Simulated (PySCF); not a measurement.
# UHF on N²⁺ (nitrogen, charge +2)

Configuration: [He] 2s2 2p1, 2P determinant. Calculation: PySCF 2.14, in cc-pVTZ-DK; scalar relativity by spin-free X2C-1e.

```
Total energy                                                  : -52.847110 hartree
One-electron energy                                           : -65.5303 hartree
Hartree (Coulomb) energy                                      : 18.4048 hartree
Exchange energy                                               : -5.7217 hartree
⟨S²⟩                                                          : 0.7542
⟨L²⟩                                                          : 2.011
Sum of ⟨r⟩                                                    : 3.934 bohr
Sum of ⟨r²⟩                                                   : 4.980 bohr²
Traceless quadrupole moment −½Σ⟨3z² − r²⟩ along its main axis : -0.627 e·bohr²
Langevin diamagnetic susceptibility                           : -3.94 ×10⁻⁶ cm³/mol
Time after the integrals                                      : 0.07 s of wall time on 1 thread of Neoverse-V1 (shared host)
```

```json
{"shell": "1s α", "electrons": "1", "mean orbital energy (hartree)": "-17.14746", "rms radius, mean of both spins (bohr)": "0.264"}
{"shell": "1s β", "electrons": "1", "mean orbital energy (hartree)": "-17.10181", "rms radius, mean of both spins (bohr)": "0.264"}
{"shell": "2s α", "electrons": "1", "mean orbital energy (hartree)": "-2.16035", "rms radius, mean of both spins (bohr)": "1.28"}
{"shell": "2s β", "electrons": "1", "mean orbital energy (hartree)": "-1.99107", "rms radius, mean of both spins (bohr)": "1.28"}
{"shell": "2p α", "electrons": "1", "mean orbital energy (hartree)": "-1.76326", "rms radius, mean of both spins (bohr)": "1.24"}
```
